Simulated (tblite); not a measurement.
Input of a run (GFN2-xTB geometry optimisation, gas phase (tblite 0.8.0)), started from a force field or distance geometry:
```
{"job": {"kind": "relax", "xc": "GFN2-xTB", "basis": "xTB"}, "charge": 0, "multiplicity": 1}
F      2.416800    -1.154000    -0.040600
C      1.784600     0.026300    -0.334600
F      2.333400     0.486800    -1.472400
F      2.128900     0.897900     0.651100
C      0.276200    -0.161600    -0.410100
F     -0.043700    -1.021500    -1.430000
C     -0.301100    -0.669300     0.873500
O     -1.683300    -0.315000     0.818000
C     -1.754600     0.736200    -0.142900
O     -0.468400     1.036700    -0.655200
H     -0.208900    -1.756800     0.993000
H      0.113600    -0.171700     1.756200
H     -2.182100     1.634400     0.338900
H     -2.412100     0.431300    -0.967000
```

Output (eV, eV/Å):
```
step      E/eV     max force
  0   -1024.81801    1.789
  1   -1024.96081    0.564
  2   -1024.98227    0.390
  3   -1024.99820    0.318
  4   -1025.00851    0.229
  5   -1025.01424    0.168
  6   -1025.01898    0.153
  7   -1025.02307    0.177
  8   -1025.02633    0.164
  9   -1025.02875    0.175
 10   -1025.03131    0.176
 11   -1025.03478    0.223
 12   -1025.03886    0.195
 13   -1025.04261    0.138
 14   -1025.04588    0.160
 15   -1025.04940    0.186
 16   -1025.05336    0.227
 17   -1025.05710    0.156
 18   -1025.05988    0.132
 19   -1025.06179    0.099
 20   -1025.06323    0.126
 21   -1025.06442    0.100
 22   -1025.06551    0.098
 23   -1025.06659    0.093
 24   -1025.06761    0.087
 25   -1025.06841    0.068
 26   -1025.06894    0.052
 27   -1025.06936    0.057
 28   -1025.06978    0.060
 29   -1025.07026    0.059
 30   -1025.07089    0.075
 31   -1025.07171    0.073
 32   -1025.07268    0.079
 33   -1025.07361    0.080
 34   -1025.07438    0.072
 35   -1025.07506    0.092
 36   -1025.07591    0.094
 37   -1025.07713    0.100
 38   -1025.07854    0.123
 39   -1025.07989    0.147
 40   -1025.08080    0.216
 41   -1025.08365    0.154
 42   -1025.08907    0.224
 43   -1025.09403    0.688
 44   -1025.10451    0.210
 45   -1025.11151    0.188
 46   -1025.10178    0.801
 47   -1025.11755    0.146
 48   -1025.11988    0.134
 49   -1025.12482    0.195
 50   -1025.12695    0.157
 51   -1025.12917    0.118
 52   -1025.13058    0.098
 53   -1025.13221    0.076
 54   -1025.13316    0.074
 55   -1025.13366    0.068
 56   -1025.13401    0.061
 57   -1025.13439    0.049
 58   -1025.13480    0.040
 59   -1025.13510    0.031
 60   -1025.13525    0.023
 61   -1025.13532    0.021
 62   -1025.13537    0.020
 63   -1025.13541    0.018
 64   -1025.13543    0.017
 65   -1025.13547    0.018
 66   -1025.13553    0.021
 67   -1025.13560    0.021
 68   -1025.13566    0.022
 69   -1025.13571    0.020
 70   -1025.13576    0.018
 71   -1025.13581    0.016
 72   -1025.13583    0.008
```

Problem. Summarise the run.

Solution. The energy falls by 30.7 kJ/mol over 72 L-BFGS steps, the largest force on an atom goes from 1.79 to 0.008 eV/Å, and the atoms move by 0.378 Å rms after alignment. The bond that changes most is C5–O10 (sp3 C–F carbon to cyclic ether oxygen), which shortens by 0.064 Å. Bonds longer at the end by more than 0.005 Å: 4 of 14; shorter: 7. Among the angles that change most is O8–C9–O10, from 110.8° to 105.6°. Among the dihedrals that turn most is H11–C7–O8–C9, from -142° to -92°. The energy rose by more than 1e-5 eV at step 46. The first step brought 45 % of the lowering.

Problem. What are the final bond lengths?

Solution. F1–C2 1.339 Å, C2–F3 1.326 Å, C2–F4 1.335 Å, C2–C5 1.541 Å, C5–F6 1.382 Å, C5–C7 1.550 Å, C7–O8 1.405 Å, O8–C9 1.392 Å, C9–O10 1.421 Å, C5–O10 1.368 Å, C7–H11 1.098 Å, C7–H12 1.090 Å, C9–H13 1.090 Å, C9–H14 1.104 Å. Numbering counts from 1 in the input's order; the species is `FC(F)(F)[C@@]1(F)COCO1`.

Its GFN2-xTB frequencies are all real (lowest 46 cm⁻¹). One conformer, not necessarily the lowest.

All values are computed, not measured.
